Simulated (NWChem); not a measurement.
ethylenediamine (C$_{2}$H$_{8}$N$_{2}$); SMILES NCCN

```xyz
12

N     -0.1726     1.8521    -0.0518
C      0.5019     0.5706    -0.0332
C     -0.5019    -0.5706    -0.0332
N      0.1726    -1.8521    -0.0518
H      0.4977     2.6096    -0.1566
H     -0.6498     2.0161     0.8332
H      1.1981     0.4272     0.8251
H      1.1206     0.4749    -0.9401
H     -1.1206    -0.4749    -0.9401
H     -1.1981    -0.4272     0.8251
H     -0.4977    -2.6096    -0.1566
H      0.6498    -2.0161     0.8332
```
Atoms are numbered in this order, from 1.

STO-3G and 3-21G are far too small for this property and stand as cheap habits. All runs use the structure optimised with PBE0/def2-SVP.

Symmetry labels are those of C2 in the frame above (b1 and b2, or b-type labels, depend on it).

Problem. List the 4 lowest vertical singlet excitations from Hartree-Fock/3-21G, CIS (NWChem).

Solution. 
```tsv
state	energy (eV)	oscillator strength	symmetry	leading excitation (squared amplitude)
S1	9.08	0.015	b	HOMO → LUMO+1 (0.54)
S2	9.10	0.001	a	HOMO−1 → LUMO+1 (0.45)
S3	10.41	0.010	a	HOMO → LUMO+2 (0.22)
S4	10.44	0.042	b	HOMO → LUMO+3 (0.28)
```
